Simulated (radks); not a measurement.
The nuclear charge of neutral bromine is varied continuously with 35 electrons held in [Ar] 3d10 4s2 4p5. All-electron calculation, scalar-relativistic Kohn-Sham, LDA (Slater exchange, Perdew-Wang correlation), spin-unpolarised, spherical densities, finite nucleus; Fermi nuclear charge, rms radius 4.1629 fm. Program: a radial shooting solver on a logarithmic mesh with Libxc functionals. By the Hellmann-Feynman theorem dE/dZ = E(electron-nucleus)/Z, the electronic potential at the nucleus (averaged over a nucleus of fixed radius). The scalar-relativistic energy here is not variational (the density holds large components alone), so the two differ by a part that grows with Z.

Z     E (hartree)  E(electron-nucleus)/Z (hartree)  HOMO  e(HOMO) (eV)  <r> HOMO (bohr)
34.8  -2567.29242                         -178.046    4p        -6.006            2.176
34.9  -2585.15893                         -178.741    4p        -6.988            2.138
35    -2603.09519                         -179.435    4p        -8.003            2.103
35.1  -2621.10118                         -180.129    4p        -9.047            2.069
35.2  -2639.17686                         -180.823    4p       -10.121            2.037
35.3  -2657.32221                         -181.517    4p       -11.224            2.006
35.4  -2675.53721                         -182.210    4p       -12.355            1.977
35.5  -2693.82185                         -182.904    4p       -13.513            1.949
35.6  -2712.17611                         -183.597    4p       -14.698            1.923
35.7  -2730.59998                         -184.290    4p       -15.910            1.897
35.8  -2749.09344                         -184.983    4p       -17.147            1.873
35.9  -2767.65650                         -185.676    4p       -18.410            1.849
36    -2786.28913                         -186.368    4p       -19.699            1.826

The central difference of E at Z = 35 is -179.711 hartree, to compare with the third column; the second derivative is -6.97 hartree.
